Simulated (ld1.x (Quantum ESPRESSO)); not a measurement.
# Ranking PAW potentials for ytterbium (Yb)

All share these settings but for the change named:

| Item | Value |
| --- | --- |
| Element | ytterbium |
| Generator | ld1.x (Quantum ESPRESSO) 7.5 |
| Type | PAW |
| Functional | PBE |
| Relativity | scalar-relativistic |
| Frozen core | [Kr] 4d10 |
| Valence charge | 24 |
| Reference configuration | 4f14 5s2 5p6 5d0 6s1.5 6p0 (charge +0.5) |
| Partial waves | 5s (bound): rcut 1.55, rcutus 1.85 bohr; 6s (bound): rcut 1.55, rcutus 1.85 bohr; 5p (bound): rcut 2.65, rcutus 3.20 bohr; 6p (bound, empty): rcut 2.65, rcutus 3.20 bohr; 5d (bound, empty): rcut 2.65, rcutus 3.50 bohr; 5d channel at 1.8 Ry: rcut 2.65, rcutus 3.50 bohr; 4f (bound): rcut 1.00, rcutus 1.30 bohr; 4f channel at 0.9 Ry: rcut 1.00, rcutus 1.30 bohr |
| Local potential | all-electron potential smoothed inside 1.40 bohr (lloc = -1) |
| Core correction | a·sin(br)/r model core inside 1.00 bohr |
| Augmentation charge | PSQ, inside the norm-conserving radii |

Test errors are all-electron minus pseudo excitation energies from the reference, over 4f14 5s2 5p6 5d0 6s2 6p0; 4f14 5s2 5p6 5d0 6s1 6p0; 4f14 5s2 5p6 5d0 6s0 6p0; 4f14 5s2 5p6 5d0 6s0 6p2; 4f14 5s2 5p6 5d0.5 6s1.5 6p0; 4f13 5s2 5p6 5d0 6s0 6p0; 4f14 5s2 5p6 5d0 6s0 6p1. None of these files shows a bound ghost.

The base gives 6.5 meV.

Of 8 variants that were run, those that failed, showed a ghost or another fault, or gave nearly equal values are left out.

A variant can come out equal or close to the base, since the largest error may sit in a test that the change hardly touches while other tests move.

Problem. Rank these variants by their largest absolute test error, smallest first.
A. wave 4f channel at 0.9 Ry: rcut 1.00, rcutus 1.30 bohr becomes 4f channel at 1.86 Ry: rcut 1.00, rcutus 1.30 bohr
B. waves 5d (bound): rcut 2.12, rcutus 2.24 bohr; 5d channel at 1.8 Ry: rcut 2.12, rcutus 2.24 bohr
C. waves 5s (bound): rcut 1.44, rcutus 1.52 bohr; 6s (bound): rcut 1.44, rcutus 1.52 bohr

Solution. B (6.5 meV), C (82.9 meV), A (116.2 meV).
